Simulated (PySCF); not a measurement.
Cl$_{3}$Hf, doublet, geometry from GFN2-xTB (such geometries of metal compounds can be far from the true shape) (the multiplicity is a formal guess) (core potentials on Hf). Base run: B3LYP/def2-SVP (PySCF).

Input for PySCF:
```python
from pyscf import gto, scf, dft

mol = gto.Mole()
mol.atom = '''
    Hf    0.010519    0.029146    0.019842
    Cl    2.090261   -0.419428   -0.588395
    Cl   -0.859655   -0.973893    1.789929
    Cl   -1.275159    1.269880   -1.285572
'''
mol.basis = 'def2-svp'
mol.ecp = {'Hf': 'def2-svp'}
mol.charge = 0
mol.spin = 1
mol.verbose = 4
mol.build()

mf = dft.UKS(mol)
mf.xc = 'b3lyp'
mf.kernel()
```

The base run was repeated with changes; each row names its change, and settings that it needs were set with it.

```csv
change,ΔE vs base (mEh),SCF cycles,<S^2>,outcome
base,0.000,10,0.751,converged
conv_tol = 1e-4,0.000,6,0.751,converged
level_shift = 0.5 (with mf.max_cycle = 100),0.000,23,0.751,converged
diis = off (with mf.max_cycle = 100),-,100,-,not converged
conv_tol = 1e-6,0.000,7,0.751,converged
DIIS = EDIIS,-,50,-,not converged
level_shift = 0.3 (with mf.max_cycle = 100),0.000,17,0.751,converged
init_guess = mod_huckel,0.000,12,0.751,converged
init_guess = 1e,0.000,15,0.751,converged
init_guess = vsap,-,-,-,input refused
diis = off; damp = 0.3 (with mf.diis_start_cycle = 200; with mf.max_cycle = 150),-,150,-,not converged
diis_space = 2,0.000,18,0.751,converged
diis_space = 20,0.000,10,0.751,converged
```

Open shells are given as the SCF converged; they aren't shown to be the lowest states, and a large step between rows can be another state.

- init_guess = vsap: ended with `AssertionError: ECP or PP not supported`
